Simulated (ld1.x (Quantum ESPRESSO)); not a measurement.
**Building the PAW potential for Ni (Z = 28) (PBE, scalar-relativistic).**

The input file (ld1.x (Quantum ESPRESSO) 7.5):

```
&input
   title='Ni', zed=28., rel=1, dft='PBE', iswitch=3,
   config='[Ar] 3d8 4s0 4p0',
   nld=3, rlderiv=2.15, eminld=-9.0, emaxld=5.0, deld=0.04
 /
 &inputp
   pseudotype=3, lpaw=.true., tm=.true., lloc=-1, rcloc=1.70,
   nlcc=.true., new_core_ps=.true., rcore=1.00,
   which_augfun='BESSEL', rmatch_augfun=1.20,
   file_pseudopw='Ni.UPF', file_wfcaegen='ae.wfc', file_wfcncgen='nc.wfc', file_beta='beta', file_chi='chi', file_wfcusgen='us.wfc'
 /
6
4S  1  0   0.00   0.00  1.55  1.95  0.0
4S  1  0   0.00   1.05  1.55  1.95  0.0
3P  2  1   6.00   0.00  1.05  1.40  0.0
4P  3  1   0.00   0.00  1.05  1.40  0.0
3D  3  2   8.00   0.00  1.25  1.60  0.0
3D  3  2   0.00  -1.00  1.25  1.60  0.0
 &test
   configts(1)='3p6 3d8 4s0 4p0'
 /
```

Command:

```bash
ld1.x < Ni.in > Ni.out
```

Resulting log (shortened: banner, matrices, multipoles, cross overlaps and the repeated all-electron block are left out):

```
Program LD1 v.7.5
     --------------------------- All-electron run ----------------------------

     Ni
     scalar relativistic calculation

     atomic number is 28.00
     dft =PBE   lsd =0 sic =0 latt =0  beta=0.20 tr2=1.0E-14
     Exchange-correlation= PBE
                           (   1   4   3   4   0   0   0)
     mesh =1195 r(mesh) =  98.77016 a.u. xmin = -7.00 dx = 0.01250
     1 Ry =  13.60569312 eV, c = 137.03599908

     n l     nl                  e(Ry)          e(Ha)          e(eV)
     1 0     1S 1( 2.00)      -605.0465      -302.5232     -8232.0769
     2 0     2S 1( 2.00)       -73.5871       -36.7936     -1001.2036
     2 1     2P 1( 6.00)       -63.5099       -31.7549      -864.0959
     3 0     3S 1( 2.00)        -9.6097        -4.8048      -130.7463
     3 1     3P 1( 6.00)        -6.6955        -3.3477       -91.0968
     3 2     3D 1( 8.00)        -2.0848        -1.0424       -28.3656
     4 0     4S 1( 0.00)        -1.5912        -0.7956       -21.6493
     4 1     4P 1( 0.00)        -1.1041        -0.5520       -15.0218

     final scf error:  1.4E-15 reached in  34 iterations

     Etot =   -3039.116953 Ry,   -1519.558476 Ha,  -41349.292622 eV

     Ekin =    3081.383681 Ry,    1540.691841 Ha,   41924.360760 eV
     Encl =   -7257.101036 Ry,   -3628.550518 Ha,  -98737.889659 eV
     Eh   =    1262.241214 Ry,     631.120607 Ha,   17173.666607 eV
     Exc  =    -125.640812 Ry,     -62.820406 Ha,   -1709.430330 eV

     normalization and overlap integrals

     s(1S/1S) =  1.000000  <r> =   0.0541  <r2> =    0.0039  r(max) =   0.0353
     s(2S/2S) =  1.000000  <r> =   0.2449  <r2> =    0.0708  r(max) =   0.2055
     s(2P/2P) =  1.000000  <r> =   0.2153  <r2> =    0.0569  r(max) =   0.1641
     s(3S/3S) =  1.000000  <r> =   0.7407  <r2> =    0.6338  r(max) =   0.6410
     s(3P/3P) =  1.000000  <r> =   0.7790  <r2> =    0.7163  r(max) =   0.6491
     s(3D/3D) =  1.000000  <r> =   0.9690  <r2> =    1.2282  r(max) =   0.6331
     s(4S/4S) =  1.000000  <r> =   2.3490  <r2> =    6.2677  r(max) =   2.0244
     s(4P/4P) =  1.000000  <r> =   2.8282  <r2> =    9.1203  r(max) =   2.4419

     ------------------------ End of All-electron run ------------------------

     --------------------- Generating PAW atomic setup --------------------

      Generating local potential from pseudized AE potential:
      Matching radius rcloc =   1.7000

      Local pseudo, rcloc= 1.721 Estimated cut-off energy=     7.81 Ry

      Computing core charge for nlcc:

       r > 1.01 : true rho core
      Core charge pseudized with two Bessel functions
      Integrated core pseudo-charge :   2.69
      Wfc-us  4S rcutus= 1.950  Estimated cut-off energy=    11.51 Ry
      Wfc-us  4S rcutus= 1.950  Estimated cut-off energy=    16.30 Ry
      Wfc-us  3P rcutus= 1.409  Estimated cut-off energy=    43.05 Ry
      Wfc-us  4P rcutus= 1.409  Estimated cut-off energy=    81.88 Ry
      Wfc-us  3D rcutus= 1.596  Estimated cut-off energy=    46.10 Ry
      Wfc-us  3D rcutus= 1.596  Estimated cut-off energy=    74.43 Ry

     Required augmentation: BESSEL   radius:    1.200000
     Suggested rho cutoff for augmentation:  67.52 Ry

     Estimated PAW energy = -346.611525 Ryd

     ------------------- End of pseudopotential generation -------------------

     Computing logarithmic derivative in   2.14163
     Computing logarithmic derivative in   2.14163
     Computing the partial wave expansion
     R is outside the sphere for l=    0 j= 0.00
     R is outside the sphere for l=    0 j= 0.00
     R is outside the sphere for l=    1 j= 0.00
     R is outside the sphere for l=    1 j= 0.00
     R is outside the sphere for l=    2 j= 0.00
     R is outside the sphere for l=    2 j= 0.00

     ---------------------- Testing the pseudopotential ----------------------

     Ni
     scalar relativistic calculation

     atomic number is 28.00   valence charge is 16.00
     dft = SLA  PW   PBX  PBC   lsd =0 sic =0 latt =0  beta=0.20 tr2=1.0E-14
     mesh =1195 r(mesh) =  98.77016 xmin = -7.00 dx = 0.01250

     n l     nl             e AE (Ry)        e PS (Ry)    De AE-PS (Ry)
     2 1     3P   1( 6.00)       -6.69549       -6.69550        0.00000
     3 2     3D   1( 8.00)       -2.08483       -2.08484        0.00001
     1 0     4S   1( 0.00)       -1.59120       -1.59120        0.00000
     3 1     4P   1( 0.00)       -1.10409       -1.10408       -0.00000

     eps = 2.8E-16  iter =  4

     Etot =   -3039.116953 Ry,   -1519.558476 Ha,  -41349.292622 eV
     Etotps =  -346.611519 Ry,    -173.305760 Ha,   -4715.889962 eV

     Ekin =     314.521372 Ry,     157.260686 Ha,    4279.281263 eV
     Encl =    -739.787252 Ry,    -369.893626 Ha,  -10065.318326 eV
     Ehrt =     204.295167 Ry,     102.147583 Ha,    2779.577344 eV
     Ecxc =    -125.640805 Ry,     -62.820403 Ha,   -1709.430243 eV
     (Ecc =      -4.067091 Ry,      -2.033546 Ha,     -55.335595 eV)

     ---------------------- End of pseudopotential test ----------------------
```

Generation and configuration tests took about 1 s on one core of a shared server CPU.

Transferability test of the new file with ld1.x, input:

```
&input
   title='Ni', zed=28., rel=1, dft='PBE', iswitch=2,
   config='[Ar] 3d8 4s0 4p0'
 /
 &test
   file_pseudo='Ni.UPF', nconf=8,
   configts(1)='3p6 3d8 4s0 4p0',
   configts(2)='3p6 3d8 4s2 4p0',
   configts(3)='3p6 3d8 4s1 4p0',
   configts(4)='3p6 3d7 4s0 4p0',
   configts(5)='3p6 3d8 4s1 4p1',
   configts(6)='3p6 3d9 4s1 4p0',
   configts(7)='3p6 3d7 4s2 4p0',
   configts(8)='3p6 3d9 4s0 4p0'
 /
```

```bash
ld1.x < Ni.test.in > Ni.test.out
```

Pseudopotential blocks of its output, shortened (energy terms left out):

```
     ---------------------- Testing the pseudopotential ----------------------

     n l     nl             e AE (Ry)        e PS (Ry)    De AE-PS (Ry)
     2 1     3P   1( 6.00)       -6.69549       -6.69550        0.00000
     3 2     3D   1( 8.00)       -2.08483       -2.08484        0.00001
     1 0     4S   1( 0.00)       -1.59120       -1.59120        0.00000
     3 1     4P   1( 0.00)       -1.10409       -1.10408       -0.00000

     eps = 2.8E-16  iter =  4

     Etot =   -3039.116953 Ry,   -1519.558476 Ha,  -41349.292622 eV
     Etotps =  -346.611519 Ry,    -173.305760 Ha,   -4715.889962 eV

     ---------------------- End of pseudopotential test ----------------------
```

The test run then stopped with an error in new_paw_hamiltonian: “negative rho”.
